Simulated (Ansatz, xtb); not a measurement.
**Ligand exchange: H3NO + SiH3(SnH3) → SiH3(OH) + SnH3(NH2)**

Species: H3NO (hydroxylamine) `NO`, singlet; SiH3(SnH3), singlet; SiH3(OH) (silanol), singlet; SnH3(NH2), singlet. The partners trade NH2 for SiH3: O–NH2 and Sn–SiH3 bonds give way to O–SiH3 and Sn–NH2.

Shapes, held fixed at every level: PBE0-D4/def2-TZVP. Flexible molecules stand in one conformer, not always the lowest. Programs: Ansatz 0.2.0, xtb 6.7.1, xtb 6.7.1 later snapshot. The zero-point and thermal change to 298 K, harmonic and unscaled (PBE0-D4/def2-TZVP), is -4.5 kJ/mol.

Question: Estimate ΔH(298 K) of this reaction.

Answer: The highest level, CCSD(T)/def2-TZVPP, gives ΔH(298 K) = -283.2 kJ/mol; the levels span -338.4 to -272.2. The column of differences is taken from that level and isn't an error. No measured value is set beside it here. For atoms past krypton def2 sets carry core potentials with scalar relativity. Outer-core shells of Sn are correlated, in sets that cover them unevenly.

```tsv
level	kind	ΔH(298 K) (kJ/mol)	less CCSD(T)/def2-TZVPP
GFN1-xTB	semi-empirical	-338.4	-55.2
HF/def2-TZVPP	Hartree–Fock	-302.5	-19.3
r2SCAN-D4/def2-TZVPP	meta-GGA	-274.2	+9.0
BHLYP-D4/def2-TZVPP	global hybrid	-285.7	-2.5
wB97X-V/def2-TZVPP	range-separated hybrid	-272.2	+11.0
MP2/def2-TZVPP	perturbation theory	-303.0	-19.8
CCSD/def2-TZVPP	coupled cluster or CI	-285.6	-2.4
CCSD(T)/def2-TZVPP	coupled cluster or CI	-283.2	0.0
```
